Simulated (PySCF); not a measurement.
# Telling isomers of C$_{6}$H$_{9}$ClSi apart by NMR

- geometry from GFN2-xTB
- GIAO PBE0/pcSseg-1 shieldings
- program: PySCF 2.14.0 with density-fitted response routines
- gas phase, equivalent nuclei averaged, one conformer, non-relativistic Hamiltonian

Referencing at the same level of theory: TMS for ¹H (σref 31.72), ¹³C (σref 186.93). Where no couplings were computed, multiplicities follow the n + 1 count of equivalent neighbours, and m marks all less simple cases (inequivalent or close neighbours, rings, F or P nearby). Shifts are as computed. Against solution values, carbons near 30 ppm lie about +3 ppm off and those near 130 ppm about +5 ppm; carbons on Cl a further +6 ppm. Of 1309 compounds with measured shifts, 239 miss one by over three times the rms of a fit or turn the order of signals round; such compounds aren't used in these exercises. Carbons bonded to Cl come out too deshielded.

(1) Tabulate the signals of `CC#C[Si@@H](Cl)C1CC1`, `C=C1[SiH2][C@@H]1C1(Cl)CC1`, `C=C1[SiH2][C@@H](Cl)/C1=C/C` and their relative energies.

(2) What is the quickest way to tell CC#C[Si@@H](Cl)C1CC1 from C=C1[SiH2][C@@H]1C1(Cl)CC1?

(3) What is the quickest way to tell CC#C[Si@@H](Cl)C1CC1 from C=C1[SiH2][C@@H](Cl)/C1=C/C?

(4) What is the quickest way to tell C=C1[SiH2][C@@H]1C1(Cl)CC1 from C=C1[SiH2][C@@H](Cl)/C1=C/C?

Answers

(1) 
```json
{"SMILES": "CC#C[Si@@H](Cl)C1CC1", "carbon types": "2×C 1×CH 2×CH2 1×CH3", "δC": "115.0, 83.4, 6.6, 5.7, 2.9, 1.2", "δH": "5.27 (d, 1H), 2.08 (s, 3H), 0.80 (m, 1H), 0.79 (m, 1H), 0.65 (m, 1H), 0.14 (m, 1H), -0.11 (m, 1H)", "E rel. (kcal/mol)": "0.0"}
{"SMILES": "C=C1[SiH2][C@@H]1C1(Cl)CC1", "carbon types": "2×C 1×CH 3×CH2", "δC": "150.8, 133.5, 49.1, 27.3, 18.5, 14.1", "δH": "6.54 (m, 1H), 6.46 (m, 1H), 3.26 (m, 1H), 3.25 (m, 1H), 2.44 (m, 1H), 1.17 (m, 1H), 0.94 (m, 1H), 0.74 (m, 1H), 0.68 (m, 1H)", "E rel. (kcal/mol)": "55.3"}
{"SMILES": "C=C1[SiH2][C@@H](Cl)/C1=C/C", "carbon types": "2×C 2×CH 1×CH2 1×CH3", "δC": "151.9, 151.4, 135.8, 135.1, 49.3, 18.5", "δH": "6.41 (q, 1H), 6.12 (br s, 1H), 5.86 (br s, 1H), 4.98 (m, 1H), 4.74 (m, 1H), 4.27 (m, 1H), 2.07 (d, 3H)", "E rel. (kcal/mol)": "29.6"}
```

Energies are electronic energies at PBE0/pcSseg-1 on these geometries, without zero-point or thermal terms, each for the one conformer computed, which needn't be the lowest.

(2) Both give the same number of carbon signals, but DEPT or the intensities differ. The first has a propargylic methyl carbon (CH3) at 5.7 ppm, the second a terminal =CH2 carbon at 133.5 ppm. Their most deshielded carbons lie at 115.0 and 150.8 ppm. In the proton spectra the most deshielded non-exchanging signals are 5.27 (d, 1H) and 6.54 (m, 1H).

(3) Both give the same number of carbon signals, but DEPT or the intensities differ. The first has an alkyne carbon (C) at 83.4 ppm, the second an alkene CH at 135.8 ppm. Their most deshielded carbons lie at 115.0 and 151.9 ppm. In the proton spectra the most deshielded non-exchanging signals are 5.27 (d, 1H) and 6.41 (q, 1H).

(4) Both give the same number of carbon signals, but DEPT or the intensities differ. The first has a three-membered-ring carbon (C) at 49.1 ppm, the second an alkene CH at 135.8 ppm. Their most deshielded carbons lie at 150.8 and 151.9 ppm.
